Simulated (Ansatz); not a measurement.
Start from `C=C([SeH])CO` and change one atom or group to get `C=C([SeH])B[SiH3]`.

Ansatz, PBE0-D4/def2-TZVP geometries, multiplicity 1. Each molecule was computed in one conformer, which needn't be the lowest.

Scalar relativity is left out up to krypton.

| property | `C=C([SeH])CO` |
| --- | --- |
| HOMO energy (ωB97M-V/def2-TZVPP) / eV | -8.66 |
| HOMO energy (B3LYP/def2-TZVPP) / eV | -6.29 |
| HOMO energy (PBE0/def2-TZVPP) / eV | -6.51 |
| zero-point energy (PBE0-D4/def2-TZVP) / kJ/mol | 217.9 |
| LUMO energy (B3LYP/def2-TZVPP) / eV | -0.43 |
| LUMO energy (PBE/def2-TZVPP) / eV | -1.12 |

(1) What does the change do to each property? (Estimate.)

Results:

(1) The calculation gave: 
```json
{"property": "HOMO energy (ωB97M-V/def2-TZVPP) / eV", "`C=C([SeH])B[SiH3]`": "-8.68", "shift": "-0.02"}
{"property": "HOMO energy (B3LYP/def2-TZVPP) / eV", "`C=C([SeH])B[SiH3]`": "-6.37", "shift": "-0.08"}
{"property": "HOMO energy (PBE0/def2-TZVPP) / eV", "`C=C([SeH])B[SiH3]`": "-6.59", "shift": "-0.08"}
{"property": "zero-point energy (PBE0-D4/def2-TZVP) / kJ/mol", "`C=C([SeH])B[SiH3]`": "202.8", "shift": "-15.1"}
{"property": "LUMO energy (B3LYP/def2-TZVPP) / eV", "`C=C([SeH])B[SiH3]`": "-2.83", "shift": "-2.40"}
{"property": "LUMO energy (PBE/def2-TZVPP) / eV", "`C=C([SeH])B[SiH3]`": "-3.57", "shift": "-2.45"}
```

With PBE0 the HOMO falls by 0.08 eV and the LUMO falls by 2.50 eV, so the gap narrows by about 2.42 eV. PBE moves the HOMO by -0.17 eV and ωB97M-V by -0.02 eV. The zero-point energy changes by -15.1 kJ/mol with +3 modes.

B3LYP here is the variant with VWN-RPA as its local correlation; programs differ in this.

Spin–orbit coupling is left out; it splits and shifts lone-pair levels of the heavy atoms by tenths of an eV.
